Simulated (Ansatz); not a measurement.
C$_{7}$H$_{14}$FHfN$_{3}$ (`C[N](C)[Hf]1234([NH2])([NH2])[C@@H]5[C@H]1[C@H]2[C@@]3(F)[C@@H]54`). Charge 0, multiplicity 1. Hf takes the def2 core potential. The geometry is a stationary point of PBE0-D4/def2-TZVP. It is one conformer, not always the lowest.

```xyz
26

C     1.265    1.571    1.691
N     0.288    0.512    1.604
C    -0.559    0.467    2.768
Hf    0.150   -0.568   -0.129
N     2.075   -1.270   -0.290
N    -1.124   -2.091    0.368
C     0.467    0.585   -2.351
C    -0.435    1.357   -1.592
C    -1.652    0.636   -1.481
C    -1.474   -0.555   -2.199
F    -2.408   -1.494   -2.346
C    -0.175   -0.622   -2.720
H     0.795    2.564    1.773
H     1.915    1.581    0.810
H     1.917    1.448    2.569
H     0.028    0.311    3.686
H    -1.280   -0.348    2.682
H    -1.120    1.406    2.904
H     2.677   -1.375    0.515
H     2.563   -1.614   -1.103
H    -2.001   -2.331   -0.071
H    -0.835   -2.868    0.947
H     1.480    0.859   -2.603
H    -0.244    2.334   -1.172
H    -2.550    0.941   -0.964
H     0.237   -1.436   -3.297
```

(1) What is the dipole moment at ωB97M-V/def2-TZVPP? (Estimate.)

(2) And with PBE, r2SCAN, B3LYP? (Estimate.)

(3) Give the Mulliken charges with ωB97M-V, B3LYP, r2SCAN in def2-TZVPP. (An estimate is asked.)

## Answers

(1) Computed: 1.34 D, with components (1.14, 0.70, 0.04) D in this frame, pointing from negative to positive charge.

(2) Computed: PBE 1.27 D, r2SCAN 1.31 D, B3LYP 1.38 D.

(3) Computed: 
```json
{"atom": "C1", "ωB97M-V": "-0.25", "B3LYP": "-0.17", "r2SCAN": "-0.04"}
{"atom": "N2", "ωB97M-V": "-0.29", "B3LYP": "-0.28", "r2SCAN": "-0.30"}
{"atom": "C3", "ωB97M-V": "-0.22", "B3LYP": "-0.16", "r2SCAN": "-0.02"}
{"atom": "Hf4", "ωB97M-V": "0.66", "B3LYP": "0.73", "r2SCAN": "0.73"}
{"atom": "N5", "ωB97M-V": "-0.40", "B3LYP": "-0.46", "r2SCAN": "-0.52"}
{"atom": "N6", "ωB97M-V": "-0.39", "B3LYP": "-0.44", "r2SCAN": "-0.50"}
{"atom": "C7", "ωB97M-V": "-0.15", "B3LYP": "-0.15", "r2SCAN": "-0.12"}
{"atom": "C8", "ωB97M-V": "-0.19", "B3LYP": "-0.18", "r2SCAN": "-0.15"}
{"atom": "C9", "ωB97M-V": "-0.18", "B3LYP": "-0.24", "r2SCAN": "-0.20"}
{"atom": "C10", "ωB97M-V": "0.17", "B3LYP": "0.27", "r2SCAN": "0.27"}
{"atom": "F11", "ωB97M-V": "-0.20", "B3LYP": "-0.21", "r2SCAN": "-0.21"}
{"atom": "C12", "ωB97M-V": "-0.18", "B3LYP": "-0.23", "r2SCAN": "-0.21"}
{"atom": "H13", "ωB97M-V": "0.11", "B3LYP": "0.08", "r2SCAN": "0.04"}
{"atom": "H14", "ωB97M-V": "0.10", "B3LYP": "0.08", "r2SCAN": "0.05"}
{"atom": "H15", "ωB97M-V": "0.11", "B3LYP": "0.08", "r2SCAN": "0.04"}
{"atom": "H16", "ωB97M-V": "0.10", "B3LYP": "0.08", "r2SCAN": "0.04"}
{"atom": "H17", "ωB97M-V": "0.10", "B3LYP": "0.08", "r2SCAN": "0.05"}
{"atom": "H18", "ωB97M-V": "0.10", "B3LYP": "0.07", "r2SCAN": "0.03"}
{"atom": "H19", "ωB97M-V": "0.11", "B3LYP": "0.13", "r2SCAN": "0.15"}
{"atom": "H20", "ωB97M-V": "0.09", "B3LYP": "0.11", "r2SCAN": "0.13"}
{"atom": "H21", "ωB97M-V": "0.11", "B3LYP": "0.12", "r2SCAN": "0.14"}
{"atom": "H22", "ωB97M-V": "0.10", "B3LYP": "0.12", "r2SCAN": "0.14"}
{"atom": "H23", "ωB97M-V": "0.13", "B3LYP": "0.14", "r2SCAN": "0.11"}
{"atom": "H24", "ωB97M-V": "0.14", "B3LYP": "0.15", "r2SCAN": "0.12"}
{"atom": "H25", "ωB97M-V": "0.14", "B3LYP": "0.15", "r2SCAN": "0.13"}
{"atom": "H26", "ωB97M-V": "0.14", "B3LYP": "0.14", "r2SCAN": "0.12"}
```

B3LYP here is the variant with VWN-RPA as its local correlation; programs differ in this.
